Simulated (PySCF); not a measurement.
Compound: CF3CH2CN, C3H2F3N.
Bonds: N1–C2 (triple), C2–C3, C3–C4, C4–F5, C4–F6, C4–F7. Hydrogens: H8, H9 on C3.

The same species was optimised twice, with GFN2-xTB and with PBE0-D3(BJ)/def2-SVP (PySCF), and the same property calculations (PySCF, gas phase) were run on both structures.

```csv
coordinate,GFN2-xTB,PBE0-D3(BJ)/def2-SVP,change
N1≡C2 (Å),1.140,1.156,+0.016
C4–F6 (Å),1.341,1.333,-0.008
C2–C3 (Å),1.446,1.454,+0.008
C4–F5 (Å),1.336,1.329,-0.007
C4–F7 (Å),1.336,1.330,-0.006
C3–C4 (Å),1.525,1.519,-0.006
C2–C3–C4 (°),110.9,113.3,+2.4
F6–C4–F7 (°),106.8,108.2,+1.4
C3–C4–F6 (°),110.7,109.3,-1.4
F5–C4–F6 (°),106.8,108.1,+1.3
C3–C4–F5 (°),112.5,111.4,-1.1
C3–C4–F7 (°),112.4,111.4,-1.0
F5–C4–F7 (°),107.3,108.2,+0.9
N1–C2–C3 (°),179.9,179.3,-0.6
C2–C3–C4–F5 (°),60,60,0
```

Rotational constants: A = 5252, B = 1807, C = 1775 MHz (GFN2-xTB) against A = 5268, B = 1780, C = 1752 MHz (PBE0-D3(BJ)/def2-SVP). Point groups within 0.08 Å: Cs and Cs. Atoms that the bonding makes alike are paired by their places after alignment.

On the GFN2-xTB structure: HOMO (eV) -10.22 [PBE0/pcSseg-1]; LUMO (eV) 0.09 [PBE0/pcSseg-1]; dipole (D) 3.33 [PBE0/pcSseg-1]; GIAO shielding of N1 (ppm) -44.6 [PBE0/pcSseg-1]; GIAO shielding of C2 (ppm) 71.3 [PBE0/pcSseg-1]; GIAO shielding of C3 (ppm) 160.3 [PBE0/pcSseg-1]; GIAO shielding of C4 (ppm) 54.5 [PBE0/pcSseg-1]; GIAO shielding of F5/F6/F7 (mean) (ppm) 248.1 [PBE0/pcSseg-1].

Q: What do these properties become on the PBE0-D3(BJ)/def2-SVP structure?

A: 
```csv
property,level,on GFN2-xTB,on PBE0-D3(BJ)/def2-SVP,change
HOMO (eV),PBE0/pcSseg-1,-10.22,-10.09,+0.13
LUMO (eV),PBE0/pcSseg-1,0.09,-0.01,-0.10
dipole (D),PBE0/pcSseg-1,3.33,3.28,-0.05
"energy, GFN2-xTB geometry as zero (kcal/mol)",PBE0/pcSseg-1,0.0,-0.5,-0.5
GIAO shielding of N1 (ppm),PBE0/pcSseg-1,-44.6,-51.8,-7.2
GIAO shielding of C2 (ppm),PBE0/pcSseg-1,71.3,68.1,-3.2
GIAO shielding of C3 (ppm),PBE0/pcSseg-1,160.3,158.6,-1.7
GIAO shielding of C4 (ppm),PBE0/pcSseg-1,54.5,56.9,+2.4
GIAO shielding of F5/F6/F7 (mean) (ppm),PBE0/pcSseg-1,248.1,253.8,+5.7
```

The heavy atoms differ by 0.029 Å rms after alignment (one structure mirrored). Among bonds between heavy atoms N1≡C2 changes most (+0.016 Å). Changes are differences of the printed values. Neither structure is proved a minimum here.

Shape of the structure used: `[N:1]#[C:2][CH2:3][C:4]([F:5])([F:6])[F:7]`: C2–C3–C4–F5 60°.
